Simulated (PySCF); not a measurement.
## Computed properties of C2H6FNSi2, SMILES C1[Si@@H]([Si@@H](C=1)N)F

C2H6FNSi2, SMILES [Si@H]1([Si@H](N)C=C1)F. Geometry optimised at B3LYP-D3(BJ)/def2-SVP. The structure was generated by enumeration; whether it is a known compound was not checked. Other conformers were not sampled. All values are computed for the isolated molecule unless a solvent is named; none is compared with measurement here.

**Structure.** All 30 harmonic modes at B3LYP-D3(BJ)/def2-SVP (PySCF) are real, so it is a minimum. With heavy atoms numbered as in [NH2:1][Si@@H:2]1[CH:3]=[CH:4][Si@@H:5]1[F:6], the shortest bond between them is C3–C4 at 1.361 Å and the longest Si2–Si5 at 2.356 Å.

**Vibrations.** The strongest infrared lines (harmonic, unscaled, degenerate partners summed) lie at 891 cm⁻¹ (227 km/mol, H 44 %, Si 29 %, F 18 %), 932 cm⁻¹ (194 km/mol, H 61 %, Si 23 %, N 12 %), 2197 cm⁻¹ (175 km/mol, H 97 %). The softest mode is at 77 cm⁻¹ and the zero-point energy is 49.4 kcal/mol.

**Electronic structure.** B3LYP/def2-TZVP (PySCF) places the frontier levels at -6.70 and -1.15 eV, a gap of 5.55 eV, and gives a dipole moment of 1.69 D and a mean polarisability of 79.7 bohr³. PBE/def2-TZVP (PySCF) at the same geometry gives -5.67 and -1.97 eV, so its gap is 1.85 eV narrower. An orbital gap is neither the optical nor the fundamental gap.

**Excitations.** TDA-PBE0/def2-SVPD (PySCF) has S1 at 4.61 eV (269 nm, f = 0.001, dark); the most intense of the 10 singlets computed lies at 7.25 eV (f = 0.13). T1 (TDA) is at 4.16 eV, 0.45 eV under S1. TDA-PBE/def2-SVPD (PySCF) puts S1 at 3.81 eV. No vertical singlet excitation falls in the visible range (under 3.1 eV).

**NMR.** GIAO shifts at PBE0/pcSseg-1 (PySCF) (non-relativistic, atoms alike by connectivity averaged): ¹³C from 181.8 to 188.7 ppm against TMS; ¹H from 0.9 to 8.6 ppm against TMS; ²⁹Si from -3.4 to 44.5 ppm against TMS; ¹⁹F at -209.6 ppm against CFCl3.

**Solvation.** SMD-PBE0/def2-SVP (PySCF) gives 0.0 kcal/mol in water, -1.8 kcal/mol in toluene, -3.1 kcal/mol in chloroform (1 M in both phases, gas-phase geometry); of these solvents chloroform holds the molecule best.
